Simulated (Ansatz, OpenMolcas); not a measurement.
# How methods differ on CuOH (SMILES [Cu]O)

CuOH has 3 atoms, charge 0, and is taken as a singlet. As SMILES, `[Cu]O`. The shape is that of a PBE0-D4/def2-TZVP optimisation.

```xyz
3

Cu   -1.1528    0.2853   -0.5969
O     0.4129    0.3078    0.2600
H     0.7399   -0.5931    0.3369
```

Each level gives the vertical ionisation energy (to the doublet cation) (eV). The values are calculated.

| level | kind | program | value (eV) |
| --- | --- | --- | --- |
| HF/cc-pVTZ | Hartree–Fock | OpenMolcas | 7.24 |
| SVWN5/cc-pVTZ | LDA | OpenMolcas | 9.52 |
| PBE/cc-pVTZ | GGA | OpenMolcas | 9.14 |
| M06-L/cc-pVTZ | meta-GGA | OpenMolcas | 8.91 |
| BHLYP/cc-pVTZ | global hybrid | OpenMolcas | 8.87 |
| MP2/cc-pVTZ | perturbation theory | Ansatz | 9.64 |
| CCSD/cc-pVTZ | coupled cluster or CI | Ansatz | 8.97 |

The values span 7.24 to 9.64 eV.
